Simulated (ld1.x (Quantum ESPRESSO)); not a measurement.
**Ranking TM potentials for Tc**

All share these settings but for the change named:

```
Element                 : Tc (Z = 43)
Generator               : ld1.x (Quantum ESPRESSO) 7.5
Type                    : norm-conserving Troullier–Martins (Kleinman–Bylander form)
Functional              : PBEsol
Relativity              : non-relativistic
Frozen core             : [Kr]
Valence charge          : 7
Reference configuration : 4d5 5s1.75 5p0.25
Partial waves           : 5p (bound): rc 2.65 bohr; 4d (bound): rc 1.80 bohr; 4f channel at 0.25 Ry: rc 2.40 bohr; 5s (bound): rc 2.80 bohr
Local potential         : the s channel
Core correction         : none
```

Test errors are all-electron minus pseudo excitation energies from the reference, over 4d5 5s2 5p0; 4d5 5s1 5p0; 4d5 5s0 5p0; 4d4 5s2 5p0; 4d5.5 5s1.5 5p0; 4d3 5s0 5p0; 4d4 5s0 5p0. None of these files shows a bound ghost.

The base gives 417.6 meV.

Of 11 variants that were run, those that failed, showed a ghost or another fault, or gave nearly equal values are left out.

A variant can come out equal or close to the base, since the largest error may sit in a test that the change hardly touches while other tests move.

Question: Rank these variants by their largest absolute test error, smallest first.
A. wave 4d (bound): rc 1.80 bohr becomes 4d (bound): rc 2.00 bohr
B. all radii scaled by about 1.19 (s 3.32, p 3.16, d 2.14, f 2.86 bohr)
C. core correction a·sin(br)/r model core inside 1.10 bohr

Answer: A (399.5 meV), B (506.5 meV), C (1095.2 meV).
